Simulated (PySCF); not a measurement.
# Polarisability and C₆ of Bi⁺ (bismuth, charge +1)

[Xe] 4f14 5d10 6s2 6p2, high-spin 3P determinant. Computed with PySCF 2.14 in aug-cc-pVQZ-PP with ECP60MDF (7s7p5d3f2g, 92 functions), with scalar relativity through the core potential. Coupled (time-dependent) response in atomic units; α is the mean over directions.

```csv
method,mean α (bohr³),"α xx, yy, zz",C₆ (like pair),S(−4)
UHF,27.62,"24.19, 29.33, 29.33",256.8,187.3
PBE,28.01,"23.69, 30.17, 30.17",257.4,213.7
PBE0,27.45,"23.50, 29.43, 29.43",252.5,196.5
```

S(−4) is the Cauchy moment in α(ω) = α(0) + S(−4) ω² + …

Spin-orbit coupling is absent.

α(iu) at UHF:

```
u (hartree)  α(iu) (bohr³)
          0          27.62
     0.0500          27.16
      0.100          25.89
      0.200          22.02
      0.300          17.95
      0.500          11.91
      0.750          7.794
       1.00          5.604
       1.50          3.448
       2.00          2.399
       3.00          1.374
       5.00         0.6142
```

A single London oscillator, α(iu) = α/(1 + u²/ω²), gives C₆ = (3/4) ω α². Matching the computed C₆ needs ω = 4 × 256.8 / (3 × 27.62²) = 0.449 hartree.

For an ion, C₆ is the dispersion term alone; charge-induced terms of lower order in 1/R come first.

The components differ because the open shell of this determinant is not spherical; for a pure term their mean is the scalar polarisability.

Energies and moments cover only the electrons outside the core potential. Spin-orbit coupling is strong in this species (close to jj coupling), so the high-spin LS determinant is a model state, not a physical level.
